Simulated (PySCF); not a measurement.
A geometry optimisation on `C#C[P@H](C)=[Se]`.

Computed with PBE0-D3(BJ)/def2-SVP geometry optimisation, gas phase (PySCF 2.14.0). Start geometry: GFN2-xTB. A driver script takes a list of jobs; this job's settings line and coordinates (Å) are shown.

Input:
```
{"job": {"xc": "PBE0", "basis": "def2-SVP", "d3": "d3bj", "grid": 1, "maxiter": 30, "shake": 0.01, "kind": "geom"}, "charge": 0, "multiplicity": 1}
C      2.507940     0.155840    -0.342880
C      1.330430     0.299210    -0.023160
P     -0.375390     0.702720     0.256720
C     -1.214730    -0.867800    -0.002620
Se    -1.064500     2.340100    -0.806580
H      3.495550     0.029750    -0.590470
H     -0.338750     0.824500     1.658600
H     -1.187520    -1.105650    -1.067030
H     -0.808960    -1.670600     0.603240
H     -2.293650    -0.728980     0.293120
```

Output:
```
step   0  E = -2859.13515829  max force = 0.070782
step   1  E = -2859.13752911  max force = 0.009441
step   2  E = -2859.13830614  max force = 0.006573
step   3  E = -2859.13908286  max force = 0.002616
step   4  E = -2859.13918404  max force = 0.001172
step   5  E = -2859.13926886  max force = 0.000651
step   6  E = -2859.13927730  max force = 0.000338
optimisation converged
```

Energies in Eh; «max force» is the largest Cartesian gradient component in Eh/bohr.

Task: Give the first gradient maximum in eV/Å.

Result: With 1 Eh/bohr = 51.422 eV/Å, 3.640 eV/Å.

Main results: final energy -2859.13928 Eh after 6 steps; dipole 4.34 D.

Task: Give the final coordinates.

Result: 0.055 Å rms from the input after alignment:
```
atom  x, y, z in Å
C1     2.5002    0.0892   -0.2830
C2     1.3326    0.3212   -0.0455
P3    -0.3650    0.7326    0.2401
C4    -1.2345   -0.8434   -0.0239
Se5   -1.1071    2.3757   -0.8101
H6     3.5356   -0.1169   -0.4928
H7    -0.3608    0.8508    1.6590
H8    -1.1686   -1.0918   -1.0922
H9    -0.7916   -1.6452    0.5847
H10   -2.2900   -0.6932    0.2432
```

Hardware: an Intel Xeon Platinum 8488C with one thread, shared host with 96 logical CPUs at a one-minute load of 33. Cost: 36 s, 0.51 GiB resident at most.
Labels such as C1 count atoms from 1, the log's own numbers from 0.
